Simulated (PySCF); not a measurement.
# [CBr2]+: from structure and modes to constants

Level of theory: UPBE0/[C def2-TZVP, Br def2-TZVP], no relativity, density fitting, PySCF.

The doublet minimum has C2v symmetry. Masses (u): C 12.00000, Br 78.91834.

```xyz
3
charge 1 multiplicity 2, angstrom
C     0.0000    0.0000   -0.5905
Br    1.6204    0.0000    0.0448
Br   -1.6204    0.0000    0.0448
```

Harmonic wavenumbers (cm⁻¹): 220.7 (a1, ×1), 568.8 (a1, ×1), 1094.7 (b2, ×1).

Q: Find the principal moments of inertia and the rotational constants. What kind of rotor is it?

A: About the centre of mass I = 4.5022, 414.45, 418.95 u Å². With B = 16.8576/I this gives 3.744, 0.04068, 0.04024 cm⁻¹. The molecule is an asymmetric top with κ = -1.00.

Q: What is the harmonic zero-point energy?

A: Half the sum of all 3 wavenumbers, 1884/2 = 942 cm⁻¹, which is 11.3 kJ/mol (1 cm⁻¹ = 0.0119627 kJ/mol).

Q: Give the standard entropy (298.15 K, 1 bar) by its translational, rotational, vibrational and spin parts, and Cp.

A: Sackur–Tetrode with M = 169.84 u gives 172.9; rotation with symmetry number 2 gives 99.2; vibration 10.6; spin R ln 2 = 5.8. The total is 288.4 J/(mol K), and Cp = 4 R + 13.4 = 46.6 J/(mol K).

Only a few start shapes were tried, so a lower isomer may exist.
